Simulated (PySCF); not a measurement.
C3H8O2Si, SMILES C=C[SiH](O)OC. The structure is a stationary point at PBE-D3(BJ)/def2-SVP. The values are those of a single conformer.

Q: Give the equilibrium geometry at PBE-D3(BJ)/def2-SVP (PySCF confirms it by a frequency run) as a Z-matrix. (Estimate from the structure and the level; the computed values follow.)

A: This is not unique; one that fits is 
```
Si
O 1 1.6782
C 2 1.4150 1 122.89
H 3 1.1096 2 108.79 1 171.97
H 3 1.1138 4 108.09 2 -121.81
H 3 1.1153 4 107.94 5 -116.18
O 1 1.6830 2 113.40 3 65.70
H 7 0.9742 1 113.52 2 64.85
H 1 1.5005 2 109.48 3 -49.23
C 1 1.8678 9 115.28 7 -120.70
C 10 1.3487 1 121.75 9 99.69
H 11 1.1040 10 122.59 1 -179.81
H 11 1.1046 12 116.24 10 -179.84
H 10 1.1057 11 118.83 12 -0.03
```
